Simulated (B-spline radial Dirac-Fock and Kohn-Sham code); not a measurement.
Z = 72 (hafnium), transition energy 116 keV. Model: a Dirac-Hartree-Slater potential of the neutral atom with a Latter tail (no hole, which puts coefficients of high multipoles low close above an edge), finite nucleus with surface currents. Program: a radial atomic solver. Subshells that would emit electrons below 1 keV are left out.

Q: A pure transition shows α(K) = 0.689, L1/L2 = 0.140 and L1/L3 = 0.160. What is its multipolarity?
A. E1
B. E3
C. M4
D. E4
E. M1
F. E2
G. M3
H. M2

A: F. For comparison, α(K), L1/L2, L1/L3 are E1 0.201, 3.85, 3.49; E3 1.94, 0.0323, 0.0423; E4 5.43, 0.0288, 0.0403; M1 2.19, 10.7, 85.3; M2 15.3, 8.07, 5.19; M3 61.9, 5.75, 1.02; M4 226, 4.40, 0.434.

Values without a named source are computed, but for edge energies of neutral atoms, which are taken from tables.
